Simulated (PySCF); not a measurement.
B3LYP has the VWN-RPA correlation part, as in Gaussian. Delta-SCF ions had no search for a lower state. 

Cartesian coordinates (Å):
```xyz
7

Al     0.0421    -0.1882     0.0541
H      1.0336     0.2733    -1.1164
H      0.6547    -1.0279     1.2596
H     -1.5001    -0.4044    -0.3204
O     -0.2360     1.6625     0.8745
H      0.3760     2.3485     0.5661
H     -1.1355     2.0007     0.7447
```
Charge 0, spin multiplicity 1.

### Question
Give the dipole moment, charge on the central atom (meta-Löwdin), S1 oscillator strength, charge on the central atom (Mulliken), HOMO–LUMO gap, LUMO, vertical ionisation energy (Delta-SCF) and HOMO at the level B3LYP-D3(BJ)/def2-TZVP // B3LYP-D3(BJ)/def2-SVP (PySCF).

### Answer

```json
{
  "dipole_moment": "4.75 D",
  "charge on the central atom (meta-Löwdin)": "0.34 e",
  "S1 oscillator strength": "0.002",
  "charge on the central atom (Mulliken)": "0.29 e",
  "HOMO–LUMO gap": "6.25 eV",
  "LUMO": "-1.12 eV",
  "vertical ionisation energy (Delta-SCF)": "10.01 eV",
  "HOMO": "-7.37 eV"
}
```
